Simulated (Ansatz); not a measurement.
The first iterations of a band of ClH3Sn (5 atoms, charge 0, multiplicity 1).

The calculation used RKS CAM-B3LYP-D4/def2-SVP in Ansatz.

* movable images: 5
* climbing image: yes
* spring: 5.0 eV/Å²
* optimiser: fire
* start path: through a guess of the saddle point
* force threshold: 0.03 eV/Å
* iteration limit: 60
* end points: relaxed

Image 0:

```xyz
5
Properties=species:S:1:pos:R:3
Sn 0.328 0.000 0.073
Cl 0.723 0.000 2.396
H 1.858 0.000 -0.674
H -0.558 1.415 -0.263
H -0.558 -1.415 -0.263
```

Image 6:

```xyz
5
Properties=species:S:1:pos:R:3
Sn -0.201 0.000 -0.923
Cl 1.547 0.000 1.496
H 2.672 0.000 0.863
H -1.113 1.269 -0.084
H -1.113 -1.269 -0.084
```

| iteration | highest image above the first end (eV) | largest band force component (eV/Å) |
| --- | --- | --- |
| 1 | 3.054 | 3.985 |
| 2 | 2.635 | 2.566 |
| 3 | 2.244 | 1.474 |
| 4 | 2.180 | 1.345 |
| 5 | 2.076 | 1.057 |
| 6 | 2.042 | 0.935 |
| 7 | 2.005 | 0.738 |
| 8 | 2.004 | 0.646 |
| 9 | 2.005 | 0.558 |
| 10 | 2.007 | 0.530 |
| 11 | 2.011 | 1.209 |
| 12 | 2.049 | 1.101 |

Problem. Does the band converge within its limit, and where does its top end?

Solution. The forces met the threshold. It ended after 38 iterations with the highest image 2.141 eV above the first end. Another band between the same ends (5 images) ends at a top of the same energy, where a vibrational analysis finds 1 clearly imaginary mode. The orbitals stay closed-shell, which can raise the energy where a bond breaks towards radicals; this wasn't checked here.

Run time: 5.8 min on 1 thread of Arm Neoverse V2, on a shared host, peak memory 0.13 GiB.
